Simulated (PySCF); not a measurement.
# Si2H4OF2

Si2H4OF2 is a small molecule, neutral, singlet. The structure, one conformer, was relaxed in the gas phase by PBE0-D3(BJ)/def2-SVP. No frequency run checks that it is a minimum.

SMILES: O[Si](F)(F)[SiH3]

```
atom   x (Å)   y (Å)   z (Å)
 Si1   0.512   0.419   0.520
 Si2  -0.774  -0.380  -1.241
  F3   2.006   0.804   0.034
  F4  -0.086   1.802   1.109
  O5   0.583  -0.706   1.710
  H6  -2.131  -0.739  -0.735
  H7  -0.113  -1.586  -1.821
  H8  -0.893   0.679  -2.286
  H9   1.038  -0.491   2.531
```

Shieldings: GIAO PBE0/pcSseg-2. Shifts are against computed references at the same level: H TMS (σ 31.24 ppm), Si TMS (σ 341.3 ppm). Core levels by delta-SCF with SCAN, pcX-2 on the ionised atom and pcseg-1 elsewhere, spin-free X2C (2p3/2 is the spin-free 2p value less a third of a first-order spin-orbit splitting); from the vacuum level, for chosen atoms.

Q: Give the shieldings and core levels atom by atom.

A: 
```tsv
atoms	bonded to	σ (ppm)	δ (ppm)	core level (eV)
Si1	2 F + 1 O + 1 Si	381.1	-39.8	2p3/2 109.12
Si2	1 Si + 3 H	462.3	-121.1	2p3/2 107.25
F3	1 Si	289.4	-	1s 692.65
F4	1 Si	290.9	-	1s 692.67
O5	1 Si + 1 H	259.0	-	1s 539.44
H6 H7 H8	1 Si	27.71	3.53	-
H9	1 O	28.70	2.54	-
```

Values are those of this one static structure, with the three H of a rotating XH3 group averaged; atoms that internal rotation interchanges would show their mean in an NMR spectrum.

Q: Which of Si1, Si2 holds its core electrons tightest, and by how much against the loosest?

A: Si1 (bonded to 2 F + 1 O + 1 Si), by 1.86 eV over Si2 (bonded to 1 Si + 3 H).

Q: By CAM-B3LYP/def2-SVPD (TDDFT singlets, Tamm-Dancoff triplets, ionisation by delta-SCF), where does absorption start, and what does vertical ionisation take?

A: The lowest singlet lies at 8.06 eV (f 0.034), the strongest of the first 6 at 8.40 eV (f 0.226), the lowest triplet at 6.92 eV; vertical ionisation takes 11.60 eV.

The 3 runs behind this took 84 s in all, one thread each of Intel Xeon 6975P-C on a shared host, launched as `OMP_NUM_THREADS=1 python cluster_run.py task.json out`.
